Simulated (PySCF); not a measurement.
**Working out the ionisation energy of Si+**

Si+ [Ne] 3s2 3p1 (2P) → Si(2+) [Ne] 3s2 (1S). Calculation: PySCF 2.14, in x2c-TZVPPall with one added diffuse shell each of s, p, d type (6s6p4d1f, 51 functions); the spin-free X2C one-electron Hamiltonian (Gaussian nucleus). Frozen: 1s2. Energies in hartree (1 hartree = 27.21139 eV):

```json
{"part": "UHF", "Si+ (lower)": "-289.174077", "Si(2+) (upper)": "-288.592504"}
{"part": "CCSD correlation", "Si+ (lower)": "-0.212233", "Si(2+) (upper)": "-0.198578"}
{"part": "(T)", "Si+ (lower)": "-0.002920", "Si(2+) (upper)": "-0.002013"}
```

Task: What does Hartree-Fock give?

Result: (-288.592504) − (-289.174077) = 0.581573 hartree = 15.825 eV.

Task: What do CCSD and CCSD(T) give?

Result: The CCSD correlation energies differ by 0.013655 hartree = 0.372 eV and the triples by 0.000907 hartree = 0.025 eV, so CCSD gives 16.197 eV and CCSD(T) 16.222 eV.

Measured between the centres of the two terms (NIST): 16.322 eV, so CCSD(T) (valence and next inner shell) is off by -0.100 eV.

What remains against the reference includes basis incompleteness, the frozen core and higher excitations.
